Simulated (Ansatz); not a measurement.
Consider the ligand exchange at a B–O bond: `[SiH3][SiH2]OBCl` + CH₃SH → `CSBCl` + `O[SiH2][SiH3]`.

Gas-phase electronic energies from Ansatz, PBE0-D4/def2-TZVP geometries. CCSD(T)/CBS adds triple-zeta CCSD(T) − MP2 to the extrapolated MP2 energy (def2 sets, frozen cores). This one scheme is used for every species. DFT in def2-TZVPP. B3LYP here is the variant with VWN-RPA as its local correlation; programs differ in this. One conformer a species, not always the lowest.

CCSD(T)/CBS gives +0.54 eV.

Question: Another level gave +0.58 eV. Which?
A. PBE-D4/def2-TZVPP
B. B3LYP/def2-TZVPP
C. HF/def2-TZVPP
D. r2SCAN/def2-TZVPP

Answer: B. B3LYP 0.58, r2SCAN 0.49, PBE-D4 0.42, HF/def2-TZVPP 0.77 eV.

Largest T1 diagnostic among the species: 0.013.

In def2-TZVPP, CCSD(T) changes the Hartree–Fock value by −0.20 eV (the triples alone add −0.04 eV) and MP2 by −0.25 eV. From PBE to PBE0 (25 % exact exchange), in def2-TZVPP and without D4, ΔE moves by +0.06 eV.
